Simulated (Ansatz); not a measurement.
Species: sum formula H₄SiNO₃, net charge 0, doublet state. It need not be the lowest isomer of its formula. 
Coordinates optimised at B3LYP-D3(BJ)/def2-TZVP (Ansatz, a first-principles code):
```
Si
O 1 1.6335
H 2 0.9608 1 118.77
O 1 1.6368 2 109.29 3 70.76
H 4 0.9610 1 116.91 2 -153.63
O 1 1.6400 2 113.22 3 -48.09
H 6 0.9605 1 117.38 2 -92.31
N 1 1.7432 2 107.38 3 -168.14
H 8 1.0221 1 113.72 2 -45.15
```
Charge 0, spin multiplicity 2.

Wanted: atomisation energy (electronic, to ground-state atoms); the coupled-cluster value holds the core correlation from cc-pwCVTZ, in kJ/mol. Correlated levels leave the core frozen unless marked. Open shells are spin-unrestricted. Spin-orbit coupling is left out. No relativistic terms. CBS marks a two-point X^-3 extrapolation of the correlation energy; Hartree-Fock from the larger set.

Level to compare with: CCSD(T)/CBS(cc-pV(T+d)Z,cc-pV(Q+d)Z) plus the core term (Ansatz), 3511.6 kJ/mol. It is a level with limits of its own, and the differences hold the functionals' basis error too.

**Question.** Rank these functionals by how close they come to CCSD(T)/CBS(cc-pV(T+d)Z,cc-pV(Q+d)Z), closest first: LC-wPBE/def2-TZVPD (Ansatz); B3LYP/def2-TZVPD (Ansatz); BHLYP/def2-TZVPD (Ansatz).

**Answer.** LC-wPBE/def2-TZVPD (range-separated hybrid, 3457.5 kJ/mol, difference -54.1), B3LYP/def2-TZVPD (global hybrid, 3438.0 kJ/mol, difference -73.6), BHLYP/def2-TZVPD (global hybrid, 3299.4 kJ/mol, difference -212.2)
